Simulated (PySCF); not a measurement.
C4H9O (SMILES CC(C)(C)[O]), doublet, geometry from GFN2-xTB. Base run: HF/def2-SV(P) run with PySCF.

Geometry (Å):
```xyz
14

C      1.1019     0.0895    -1.0066
C      0.0177    -0.0372     0.1427
C     -1.0014    -1.0999    -0.3356
C     -0.6559     1.3516     0.2606
O      0.6747    -0.3927     1.2238
H      0.6019     0.3829    -1.9234
H      1.8327     0.8348    -0.7103
H      1.5923    -0.8711    -1.1252
H     -1.4501    -0.8073    -1.2804
H     -1.7780    -1.1953     0.4196
H     -0.5127    -2.0641    -0.4455
H      0.0736     2.0966     0.5664
H     -1.1045     1.6450    -0.6840
H     -1.4270     1.2955     1.0254
```
Charge 0, spin multiplicity 2.
Orbitals are unrestricted.
All else is at PySCF's defaults.

Variants of this job, named by their change:

```tsv
change	basis functions	E (Eh)	HOMO (eV)	dipole (D)
base	88	-231.33134	-11.34	1.81
basis = ANO-RCC-VDZP; relativity = spin-free X2C; nucleus = Gaussian (with mol.nucmod = 'G')	115	-231.72505	-11.28	1.94
basis = jorge-DZP-DKH; relativity = spin-free X2C	120	-231.67626	-11.24	1.83
basis = cc-pVDZ-DK; relativity = spin-free X2C; nucleus = Gaussian (with mol.nucmod = 'G')	115	-231.65603	-11.15	1.73
basis = jorge-DZP-DKH; relativity = none	120	-231.56021	-11.25	1.84
basis = ANO-RCC-VDZP; relativity = spin-free X2C	115	-231.72508	-11.28	1.94
basis = cc-pVDZ-DK; relativity = none	115	-231.53778	-11.15	1.73
basis = ANO-RCC-VDZP; relativity = none	115	-231.60159	-11.28	1.94
basis = jorge-DZP-DKH; relativity = spin-free X2C; nucleus = Gaussian (with mol.nucmod = 'G')	120	-231.67623	-11.24	1.83
basis = cc-pVDZ-DK; relativity = spin-free X2C	115	-231.65605	-11.15	1.73
```

Totals shift with the method and basis; they matter in differences.

Open shells are given as the SCF converged; they aren't shown to be the lowest states, and a large step between rows can be another state.

Basis sets contracted for a relativistic Hamiltonian are a mismatch without it, so the rows without relativity aren't non-relativistic limits. No row has spin-orbit coupling; sets with core potentials leave out the core electrons.
